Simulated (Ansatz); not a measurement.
`N[SiH](N)N` and `[NH2][SnH]([NH2])[NH2]` differ in one element.

Ansatz, PBE0-D4/def2-TZVP geometries, multiplicity 1. Each molecule was computed in one conformer, which needn't be the lowest.

Elements past krypton have def2 core potentials.

```
                               property  `N[SiH](N)N`
    HOMO–LUMO gap (PBE/def2-TZVPP) / eV          5.69
HOMO–LUMO gap (ωB97M-V/def2-TZVPP) / eV         11.71
      HOMO energy (PBE/def2-TZVPP) / eV         -5.42
  HOMO–LUMO gap (B3LYP/def2-TZVPP) / eV          7.34
  LUMO energy (ωB97M-V/def2-TZVPP) / eV          2.45
   HOMO–LUMO gap (PBE0/def2-TZVPP) / eV          7.95
```

(1) What does the change do to each property? (An estimate is asked.)

## Answers

(1) The calculation gave: 
```json
{"property": "HOMO–LUMO gap (PBE/def2-TZVPP) / eV", "`[NH2][SnH]([NH2])[NH2]`": "4.84", "shift": "-0.85"}
{"property": "HOMO–LUMO gap (ωB97M-V/def2-TZVPP) / eV", "`[NH2][SnH]([NH2])[NH2]`": "11.13", "shift": "-0.58"}
{"property": "HOMO energy (PBE/def2-TZVPP) / eV", "`[NH2][SnH]([NH2])[NH2]`": "-5.68", "shift": "-0.26"}
{"property": "HOMO–LUMO gap (B3LYP/def2-TZVPP) / eV", "`[NH2][SnH]([NH2])[NH2]`": "6.59", "shift": "-0.75"}
{"property": "LUMO energy (ωB97M-V/def2-TZVPP) / eV", "`[NH2][SnH]([NH2])[NH2]`": "1.64", "shift": "-0.81"}
{"property": "HOMO–LUMO gap (PBE0/def2-TZVPP) / eV", "`[NH2][SnH]([NH2])[NH2]`": "7.19", "shift": "-0.76"}
```

With PBE0 the HOMO falls by 0.25 eV and the LUMO falls by 1.01 eV, so the gap narrows by about 0.76 eV. PBE moves the HOMO by -0.26 eV and ωB97M-V by -0.24 eV.

B3LYP here is the variant with VWN-RPA as its local correlation; programs differ in this.
